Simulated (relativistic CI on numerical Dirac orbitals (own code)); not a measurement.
**Ir3+: 4d photoemission**

Computed with this model: Dirac-Coulomb-Breit CI, orbitals from a KLI potential per configuration, QED by a radiative potential, valence Slater integrals scaled by 0.8, multiplet model of photoemission in the sudden approximation; configurations [Xe] 4f14 5d6 → [Kr] 4d9 4f14 5s2 5p6 5d6; 300 K; Lorentzian 4.9 eV and Gaussian 0.6 eV FWHM. Energies are those of the free ion, without screening or charge transfer. The energies are binding energies and can lie tens of eV above those of solids. S is read from ⟨S²⟩ = S(S + 1).

Computed curve for free ion, scaled to 100 at the maximum (points under 2 are left out and the grid is thinned):

Energy (eV), Intensity and a bar:
```
    324.0        2.1 
    324.8        2.3 
    325.6        2.5 
    326.8        2.8 
    327.6        3.1 
    328.4        3.4 
    329.2        3.7 #
    330.4        4.4 #
    331.2        5.0 #
    332.0        5.6 #
    332.8        6.4 #
    333.6        7.4 ##
    334.8        9.5 ##
    335.6       11.3 ###
    336.4       13.8 ####
    337.2       17.1 #####
    338.4       24.7 #######
    339.2       32.7 #########
    340.0       44.2 #############
    340.8       60.3 ##################
    341.6       79.7 ########################
    342.8      100.0 ##############################
    343.6       96.2 #############################
    344.4       81.3 ########################
    345.2       64.1 ###################
    346.4       44.4 #############
    347.2       35.7 ##########
    348.0       29.3 ########
    348.8       24.4 #######
    349.6       20.7 ######
    350.8       17.2 #####
    351.6       16.0 ####
    352.4       15.8 ####
    353.2       16.4 ####
    354.0       18.0 #####
    355.2       22.9 ######
    356.0       28.7 ########
    356.8       37.5 ###########
    357.6       49.6 ###############
    358.8       68.0 ####################
    359.6       70.3 #####################
    360.4       61.6 ##################
    361.2       48.5 ##############
    362.0       36.7 ###########
    363.2       24.0 #######
    364.0       18.5 #####
    364.8       14.5 ####
    365.6       11.6 ###
    366.8        8.6 ##
    367.6        7.2 ##
    368.4        6.2 #
    369.2        5.3 #
    370.0        4.7 #
    371.2        3.9 #
    372.0        3.5 
    372.8        3.1 
    373.6        2.8 
    374.8        2.5 
    375.6        2.3 
    376.4        2.1
```

The ground state has S = 1.85, and the centroid lies at 349.68 eV.
